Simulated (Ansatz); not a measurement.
Abridged output of a molecular run in Ansatz:

```
Functional definition: HF
1550 factors; integrals over basis functions are off by at most 9.1e-4 eV
mean field evaluation 1: about -83047.4796 eV, gradient 4.6e1 eV
mean field evaluation 2: about -83047.7861 eV, gradient 4.6e1 eV
mean field evaluation 4: about -83051.7922 eV, gradient 3.6e0 eV
mean field evaluation 8: about -83051.8495 eV, gradient 2.7e-1 eV
mean field -83051.84978321 eV, -3052.0991849673 hartree, gradient 4.7e-6 eV, S^2 0.000000; 0 other end points of the search recorded, 0 dependent functions left out
17 core orbitals not correlated: weight in the atoms' cores, before any rotation towards them, 1.000 or more for the frozen orbitals, at most 0.000 for the correlated occupied ones
reference -83051.84978321 eV, -3052.0991849673 hartree; 21, 21 occupied and 215, 215 virtual orbitals, 1550 factors
second order -28.34137754 eV of doubles, -0.00000000 eV of singles
cycle   1  -28.39732755 eV  change   -5.6e-2 eV  update   1.0e-1
cycle   2  -29.02499758 eV  change   -6.3e-1 eV  update   2.9e-2
cycle   3  -29.14988272 eV  change   -1.2e-1 eV  update   1.4e-2
cycle   4  -29.13290701 eV  change    1.7e-2 eV  update   3.1e-3
cycle   5  -29.13259039 eV  change    3.2e-4 eV  update   1.4e-3
cycle   6  -29.13340812 eV  change   -8.2e-4 eV  update   4.1e-4
cycle   7  -29.13313575 eV  change    2.7e-4 eV  update   1.6e-4
cycle   8  -29.13306757 eV  change    6.8e-5 eV  update   4.5e-5
cycle   9  -29.13308426 eV  change   -1.7e-5 eV  update   1.7e-5
perturbative correction -1.03588079 eV, -0.0380679167 hartree
Total energy: -83082.01874826 eV, -3053.2078739835 hartree
```

Its atoms:

Z-matrix (Å, degrees):
```
C
O 1 1.415
H 1 1.090 2 107.8
H 1 1.095 2 111.3 3 119.0
H 1 1.093 2 111.0 3 -119.4
Si 2 1.617 1 124.7 3 -178.7
Br 6 2.210 2 107.1 1 -174.0
O 6 1.631 2 108.1 1 -54.0
H 6 1.479 2 112.1 1 68.6
H 8 0.958 6 118.9 2 -171.6
```

(1) Which basis set was used?
A. def2-TZVPP
B. cc-pV(D+d)Z
C. cc-pV(Q+d)Z
D. def2-SVP

(2) Write the keys of the input that set method, charge and spin (a neutral closed shell needs none for the last two).

## Answers

(1) A. It gives 253 functions.

(2) 
```yaml
correlation: {method: ccsd_t}
```
